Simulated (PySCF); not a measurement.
These 3 structures share the formula C7H6N2. Method used: PySCF, PBE0-D3(BJ)/def2-SVP geometry optimisation, gas phase. Energies are electronic, without zero-point or thermal terms, for one conformer each. No frequencies were run at this level. Point groups hold within 0.08 Å.

Question: Order them by energy at this level, lowest first, and give relative energies in kcal/mol.
A. 6-methylpyridine-2-carbonitrile, `CC1=NC(C#N)=CC=C1`
B. `c1ccc2[nH]ncc2c1`
C. `[CH2:1]=[N:2][C:3]1=[C:4]([C:5]#[N:6])[CH:7]=[CH:8][CH2:9]1` with C1–N2–C3–C4 -49°

Answer: B (0.0), A (12.3), C (48.5).

As drawn, the lowest has an aromatic ring, an N–N linkage and an N–H bond, which the highest lacks; the highest has a C≡N group, a C=N bond and a C=C bond outside aromatic rings, which the lowest lacks.

| SMILES | E (Eh) | E rel (kcal/mol) | dipole (D) | point group | A, B, C (MHz) |
| --- | --- | --- | --- | --- | --- |
| c1ccc2[nH]ncc2c1 | -379.15319 | 0.0 | 1.73 | Cs | 3996, 1637, 1162 |
| Cc1cccc(C#N)n1 | -379.13356 | 12.3 | 5.71 | Cs | 3283, 1271, 921.6 |
| C=NC1=C(C#N)C=CC1 | -379.07590 | 48.5 | 3.97 | C1 | 2321, 1729, 1017 |
